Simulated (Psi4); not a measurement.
A ladder of methods for SnHSCl3 (SMILES [SH][Sn]([Cl])([Cl])[Cl])

SnHSCl3: 6 atoms, total charge 0, spin state singlet. SMILES: `[SH][Sn]([Cl])([Cl])[Cl]`. Geometry: optimised at PBE0/def2-TZVP.

Each level gives the HOMO–LUMO gap (eV). The values are calculated.

```json
{"level": "PBE-D4/def2-TZVPP (density fitting, core potential)", "kind": "GGA", "program": "Psi4", "value (eV)": "3.47", "CPU time": "73 s"}
{"level": "r2SCAN-D4/def2-TZVPP (density fitting, core potential)", "kind": "meta-GGA", "program": "Psi4", "value (eV)": "3.94", "CPU time": "3.6 min"}
{"level": "B3LYP-D4/def2-TZVPP (density fitting, core potential)", "kind": "global hybrid", "program": "Psi4", "value (eV)": "5.08", "CPU time": "65 s"}
{"level": "PBE0-D4/def2-TZVPP (density fitting, core potential)", "kind": "global hybrid", "program": "Psi4", "value (eV)": "5.63", "CPU time": "75 s"}
{"level": "wB97M-V/def2-TZVPP (density fitting, core potential)", "kind": "range-separated hybrid", "program": "Psi4", "value (eV)": "9.88", "CPU time": "4.3 min"}
```

The values span 3.47 to 9.88 eV. Orbital gaps aren't excitation energies; they tend to grow with the share of exact exchange. CPU times are rough (shared hosts, several kinds of processor): they show what a rung costs within a factor of a few.
